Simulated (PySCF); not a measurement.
PySCF input (M06-2X/def2-TZVPD):

```python
from pyscf import gto, scf, dft

mol = gto.M(
    atom='''
    Se   -0.00000000   -0.00000000   -1.09408869
    Se    0.00000000    0.00000000    1.09408869
    ''',
    basis='def2-tzvpd',
    charge=0,
    spin=2,
    symmetry='D2h',
    verbose=4,
)

mf = dft.UKS(mol, xc='m062x').density_fit(auxbasis='def2-universal-jkfit')
mf.grids.level = 4
mf.conv_tol = 1e-9
mf.max_cycle = 100
mf.max_memory = 1500
mf.kernel()
if not mf.converged:
    mf = mf.newton()
    mf.kernel(mf.make_rdm1())
mf.analyze()
```

Output:

```
PySCF version 2.14.0

[INPUT] verbose = 4
[INPUT] num. atoms = 2
[INPUT] num. electrons = 68
[INPUT] charge = 0
[INPUT] spin (= nelec alpha-beta = 2S) = 2
[INPUT] symmetry D2h subgroup None
[INPUT] Mole.unit = angstrom
[INPUT] Symbol           X                Y                Z      unit          X                Y                Z       unit  Magmom
[INPUT]  1 Se     0.000000000000   0.000000000000  -1.094088690000 AA    0.000000000000   0.000000000000  -2.067527980084 Bohr   0.0
[INPUT]  2 Se     0.000000000000   0.000000000000   1.094088690000 AA    0.000000000000   0.000000000000   2.067527980084 Bohr   0.0

nuclear repulsion = 279.560908276787
point group symmetry = Dooh, use subgroup D2h
symmetry origin: [0. 0. 0.]
symmetry axis x: [1. 0. 0.]
symmetry axis y: [0. 1. 0.]
symmetry axis z: [0. 0. 1.]
num. orbitals of irrep Ag = 25
num. orbitals of irrep B1g = 6
num. orbitals of irrep B2g = 13
num. orbitals of irrep B3g = 13
num. orbitals of irrep Au = 6
num. orbitals of irrep B1u = 25
num. orbitals of irrep B2u = 13
num. orbitals of irrep B3u = 13
number of shells = 38
number of NR pGTOs = 224
number of NR cGTOs = 114
basis = def2-tzvpd
ecp = {}

******** <class 'pyscf.df.df_jk.DFSymAdaptedUKS'> ********
method = DFSymAdaptedUKS
initial guess = minao
damping factor = 0
level_shift factor = 0
DIIS = <class 'pyscf.scf.diis.CDIIS'>
diis_start_cycle = 1
diis_space = 8
diis_damp = 0
SCF conv_tol = 1e-09
SCF conv_tol_grad = None
SCF max_cycles = 100
direct_scf = False
number electrons alpha = 35  beta = 33
XC library pyscf.dft.libxc version 7.1.2
    S. Lehtola, C. Steigemann, M. J. T. Oliveira, and M. A. L. Marques,  SoftwareX 7, 1–5 (2018)
XC functionals = m062x
    Y. Zhao and D. G. Truhlar,  Theor. Chem. Acc. 120, 215 (2008)
    Y. Zhao and D. G. Truhlar,  Theor. Chem. Acc. 120, 215 (2008)
radial grids:
    Treutler-Ahlrichs [JCP 102, 346 (1995); DOI:10.1063/1.469408] (M4) radial grids

becke partition: Becke, JCP 88, 2547 (1988); DOI:10.1063/1.454033
pruning grids: <function nwchem_prune>
grids dens level: 4
symmetrized grids: D2h
atomic radii adjust function: <function treutler_atomic_radii_adjust>
[...]
beta  HOMO (B3u) = -0.341717101914186  LUMO (B3g) = -0.115446544704314
  HOMO = -0.289993247462  LUMO = -0.115446544704  gap/eV = 4.74966
Extra cycle  E= -4803.15770655058  delta_E= -1.18e-11  |g|= 1.46e-06  |ddm|= 6.86e-06
converged SCF energy = -4803.15770655058  <S^2> = 2.0130464  2S+1 = 3.008685
**** SCF Summaries ****
Total Energy =                       -4803.157706550582589
Nuclear Repulsion Energy =             279.560908276787018
One-electron Energy =                -7244.817400785459540
Two-electron Energy =                 2162.098785958090048
Two-electron Coulomb Energy =         2336.540547038421209
DFT Exchange-Correlation Energy =     -174.441761080330934
HOMO-LUMO gap [eV] =                     4.749657707258091
Wave-function symmetry = B1g
alpha occupancy for each irrep:     Ag  B1g  B2g  B3g   Au  B1u  B2u  B3u
                                     9    1    4    4    1    8    4    4
beta  occupancy for each irrep:     Ag  B1g  B2g  B3g   Au  B1u  B2u  B3u
                                     9    1    3    3    1    8    4    4
**** MO energy ****
alpha MO #1 (B1u #1), energy= -456.36568450536 occ= 1
alpha MO #2 (Ag #1), energy= -456.365679617637 occ= 1
alpha MO #3 (B1u #2), energy= -58.9309265791427 occ= 1
alpha MO #4 (Ag #2), energy= -58.9309056836837 occ= 1
alpha MO #5 (B2g #1), energy= -52.9864244992274 occ= 1
alpha MO #6 (B3g #1), energy= -52.9864244992274 occ= 1
alpha MO #7 (B2u #1), energy= -52.986414590941 occ= 1
alpha MO #8 (B3u #1), energy= -52.986414590941 occ= 1
alpha MO #9 (B1u #3), energy= -52.9856235125877 occ= 1
alpha MO #10 (Ag #3), energy= -52.9856118408598 occ= 1
alpha MO #11 (Ag #4), energy= -8.16809802658913 occ= 1
alpha MO #12 (B1u #4), energy= -8.16803780545861 occ= 1
alpha MO #13 (Ag #5), energy= -6.10319698263658 occ= 1
alpha MO #14 (B2u #2), energy= -6.10309719018785 occ= 1
alpha MO #15 (B3u #2), energy= -6.10309719018784 occ= 1
alpha MO #16 (B2g #2), energy= -6.10306039472954 occ= 1
alpha MO #17 (B3g #2), energy= -6.10306039472956 occ= 1
alpha MO #18 (B1u #5), energy= -6.10282427185342 occ= 1
alpha MO #19 (Ag #6), energy= -2.3766522650955 occ= 1
alpha MO #20 (B2u #3), energy= -2.37354035428069 occ= 1
alpha MO #21 (B3u #3), energy= -2.37354035428069 occ= 1
alpha MO #22 (B2g #3), energy= -2.37172832319893 occ= 1
alpha MO #23 (B3g #3), energy= -2.37172832319893 occ= 1
alpha MO #24 (B1u #6), energy= -2.37144855220483 occ= 1
alpha MO #25 (Ag #7), energy= -2.37084339631184 occ= 1
alpha MO #26 (B1g #1), energy= -2.3708399655135 occ= 1
alpha MO #27 (B1u #7), energy= -2.37066856665858 occ= 1
alpha MO #28 (Au #1), energy= -2.37066508244374 occ= 1
alpha MO #29 (Ag #8), energy= -0.865439863124545 occ= 1
alpha MO #30 (B1u #8), energy= -0.70296716530279 occ= 1
alpha MO #31 (Ag #9), energy= -0.420490487656635 occ= 1
alpha MO #32 (B2u #4), energy= -0.400902226724591 occ= 1
alpha MO #33 (B3u #4), energy= -0.400902226724588 occ= 1
alpha MO #34 (B2g #4), energy= -0.289993247462018 occ= 1
alpha MO #35 (B3g #4), energy= -0.289993247462022 occ= 1
alpha MO #36 (B1u #9), energy= -0.0187515528292508 occ= 0
alpha MO #37 (B2u #5), energy= 0.0318479280649999 occ= 0
alpha MO #38 (B3u #5), energy= 0.031847928064999 occ= 0
alpha MO #39 (Ag #10), energy= 0.0321965015575003 occ= 0
alpha MO #40 (B1u #10), energy= 0.0326362660838972 occ= 0
alpha MO #41 (Ag #11), energy= 0.0483639139376315 occ= 0
alpha MO #42 (B2g #5), energy= 0.0493276403442469 occ= 0
alpha MO #43 (B3g #5), energy= 0.0493276403442624 occ= 0
alpha MO #44 (B1g #2), energy= 0.104538773239829 occ= 0
alpha MO #45 (Ag #12), energy= 0.104539900500021 occ= 0
alpha MO #46 (B2u #6), energy= 0.150472699514416 occ= 0
alpha MO #47 (B3u #6), energy= 0.15047269951442 occ= 0
alpha MO #48 (B1u #11), energy= 0.156440225164792 occ= 0
alpha MO #49 (Au #2), energy= 0.183139177687993 occ= 0
alpha MO #50 (B1u #12), energy= 0.18314001676765 occ= 0
alpha MO #51 (B1u #13), energy= 0.200344580521177 occ= 0
alpha MO #52 (Ag #13), energy= 0.20420702655248 occ= 0
alpha MO #53 (B2g #6), energy= 0.223808018202913 occ= 0
alpha MO #54 (B3g #6), energy= 0.223808018202889 occ= 0
alpha MO #55 (B2u #7), energy= 0.302933096208303 occ= 0
alpha MO #56 (B3u #7), energy= 0.302933096208294 occ= 0
alpha MO #57 (Ag #14), energy= 0.327551097328945 occ= 0
alpha MO #58 (B1g #3), energy= 0.366507619606753 occ= 0
alpha MO #59 (Ag #15), energy= 0.366518544130542 occ= 0
alpha MO #60 (B2u #8), energy= 0.368972750668495 occ= 0
alpha MO #61 (B3u #8), energy= 0.368972750668499 occ= 0
alpha MO #62 (B2g #7), energy= 0.434760940812654 occ= 0
alpha MO #63 (B3g #7), energy= 0.434760940812627 occ= 0
alpha MO #64 (Au #3), energy= 0.448451691286954 occ= 0
alpha MO #65 (B1u #14), energy= 0.448462026483347 occ= 0
alpha MO #66 (B1u #15), energy= 0.46017057428609 occ= 0
alpha MO #67 (Ag #16), energy= 0.486724612182201 occ= 0
alpha MO #68 (B2g #8), energy= 0.55773329682427 occ= 0
alpha MO #69 (B3g #8), energy= 0.557733296824273 occ= 0
alpha MO #70 (B1u #16), energy= 0.604052808826594 occ= 0
alpha MO #71 (Ag #17), energy= 0.731556668959287 occ= 0
alpha MO #72 (B1u #17), energy= 1.05688555665359 occ= 0
alpha MO #73 (Ag #18), energy= 1.1039136102646 occ= 0
alpha MO #74 (B2u #9), energy= 1.12904265700698 occ= 0
alpha MO #75 (B3u #9), energy= 1.12904265700697 occ= 0
alpha MO #76 (B1g #4), energy= 1.20883307009595 occ= 0
alpha MO #77 (Ag #19), energy= 1.20886761637083 occ= 0
alpha MO #78 (Ag #20), energy= 1.28036475323749 occ= 0
alpha MO #79 (B1g #5), energy= 1.28037275889419 occ= 0
alpha MO #80 (B2u #10), energy= 1.31100717254666 occ= 0
alpha MO #81 (B3u #10), energy= 1.31100717254666 occ= 0
alpha MO #82 (B1u #18), energy= 1.31185078859761 occ= 0
alpha MO #83 (Au #4), energy= 1.31185277232892 occ= 0
alpha MO #84 (B2g #9), energy= 1.3516131824313 occ= 0
alpha MO #85 (B3g #9), energy= 1.35161318243132 occ= 0
alpha MO #86 (B2g #10), energy= 1.3627669781028 occ= 0
alpha MO #87 (B3g #10), energy= 1.3627669781028 occ= 0
alpha MO #88 (B2u #11), energy= 1.39717363667041 occ= 0
alpha MO #89 (B3u #11), energy= 1.39717363667039 occ= 0
alpha MO #90 (B1u #19), energy= 1.41737447019957 occ= 0
alpha MO #91 (B2u #12), energy= 1.49026493044746 occ= 0
alpha MO #92 (B3u #12), energy= 1.49026493044746 occ= 0
alpha MO #93 (Ag #21), energy= 1.5056084840277 occ= 0
alpha MO #94 (Au #5), energy= 1.51947458470538 occ= 0
alpha MO #95 (B1u #20), energy= 1.51952412706813 occ= 0
alpha MO #96 (B2g #11), energy= 1.5649348125328 occ= 0
alpha MO #97 (B3g #11), energy= 1.56493481253281 occ= 0
alpha MO #98 (B1u #21), energy= 1.649168270248 occ= 0
alpha MO #99 (Ag #22), energy= 1.85955655178862 occ= 0
alpha MO #100 (B2g #12), energy= 1.91221384832826 occ= 0
alpha MO #101 (B3g #12), energy= 1.91221384832825 occ= 0
alpha MO #102 (B1u #22), energy= 2.48335933580763 occ= 0
[...]
```
